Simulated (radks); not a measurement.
Results of a calculation; reference values are marked as such.
Ionisation of the caesium ion Cs3+, [Kr] 4d10 5s2 5p4, to Cs4+, [Kr] 4d10 5s2 5p3, under several functionals. Dirac Kohn-Sham, spin-unpolarised, spherical densities, finite nucleus; open shells fill j = l - 1/2 first; a radial shooting solver on a logarithmic mesh with Libxc functionals.

functional,E(Cs3+) (hartree),Exc (hartree),IE (eV),-e(HOMO) (eV),<r> HOMO (bohr),IE error (eV)
"LDA (Slater exchange, Perdew-Wang correlation)",-7781.6408,-185.5687,44.630,39.026,1.937,+1.630
BLYP,-7788.4747,-192.4772,44.227,38.633,1.945,+1.227
exchange-only LDA,-7776.4800,-180.3533,43.162,37.574,1.948,+0.162
RPBE,-7788.1211,-192.1275,44.323,38.763,1.941,+1.323
SOGGA,-7784.2309,-188.1912,44.327,38.753,1.938,+1.327
PBE,-7787.7597,-191.7606,44.381,38.809,1.940,+1.381

NIST Atomic Spectra Database: 43 eV (theoretical). Closest: exchange-only LDA. The Delta-SCF values span 1.47 eV, the total energies 11.99 hartree. The highest occupied level is 5p3/2. Spin polarisation and multiplet splitting are left out, so open shells lie too high by an amount that depends on their filling.

Beside tabulated values, note that spin-unpolarised runs miss the spin-polarisation part of the exchange energy of open shells.
